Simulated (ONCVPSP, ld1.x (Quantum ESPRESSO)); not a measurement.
Potentials for Si (Z = 14) compared

Generated with ld1.x 7.5 (TM, RRKJ, ultrasoft, PAW), atompaw 4.2 or ONCVPSP 4.0.1. The cutoff is in Ry: for ld1.x and atompaw files where the sum of valence levels is converged to 10 mRy in a Bessel basis, for ONCV files where the hardest occupied wave has 1 mHa per electron of residual kinetic energy. The error is the largest all-electron minus pseudo excitation energy over each file’s own four to seven test configurations (ionisations up to +4, promotions, holes and added fractions of an electron), all of which were solved. The labels leave out finer settings (local radius, basis sizes, second energies), which also bear on the numbers. Spin-polarised tests are not counted. The rows are a selection from randomly drawn settings: files with unsolved tests, undetermined cutoffs or missed reference levels are left out.

A true bound ghost makes a file unfit for plane-wave use even where its test errors are small: the radial tests pick states by their node count and pass the ghost by.

| potential | cutoff (Ry) | largest error (meV) | bound ghosts |
| --- | --- | --- | --- |
| ONCV, BLYP, scalar-relativistic, rc 0.80/0.75 (sp), local smoothed, core correction yes, reference 2s2 2p6 3s2 3p2, qcut 16.7/17.7, projectors 2/2 | 247 | +1.8 | none |
| ONCV, LDA (Perdew-Zunger), non-relativistic, rc 0.95/1.05/1.05 (spd), local smoothed, core correction no, reference 2s2 2p6 3s2 3p2, qcut 16.1/11.1/10.3, projectors 2/3/2 | 125 | +3.3 | none |
| ONCV, PBE, scalar-relativistic, rc 1.40/1.85 (sp), local smoothed, core correction yes, reference 3s2 3p2, qcut 5.5/4.3, projectors 2/3 | 15 | +62 | s, p |
| ONCV, PBEsol, scalar-relativistic, rc 1.90/1.65 (sp), local p, core correction yes, reference 3s1.5 3p2.5, qcut 4/5, projectors 2/0 | 15 | +11 | none |
| ONCV, PBEsol, scalar-relativistic, rc 1.70/1.50 (sp), local p, core correction no, reference 3s1.75 3p2.25, qcut 3.4/5, projectors 2/0 | 28 | +2.2 | none |

Question: Fill in the row for Si: ONCV, LDA (Perdew-Wang 92), scalar-relativistic, rc 0.75/0.85/0.65 (spd), local smoothed, core correction yes, reference 2s2 2p6 3s2 3p1.5, qcut 14.9/16/17.1, projectors 2/2/2.

Answer: cutoff 200 Ry, largest error +1.7 meV, bound ghosts: none.

Question: Fill in the row for Si: RRKJ, LDA (PZ), non-relativistic, rc 1.35/2.25/2.00 (spd), local s, core correction yes, reference 3s2 3p1.

Answer: cutoff 35 Ry, largest error +56 meV, bound ghosts: none.

Question: Fill in the row for Si: ONCV, LDA (Perdew-Zunger), fully relativistic, rc 0.95/0.80/0.80 (spd), local smoothed, core correction yes, reference 2s2 2p6 3s2 3p2, qcut 14.3/17.3/13.9, projectors 2/2/2.

Answer: cutoff 230 Ry, largest error +3.3 meV, bound ghosts: none.
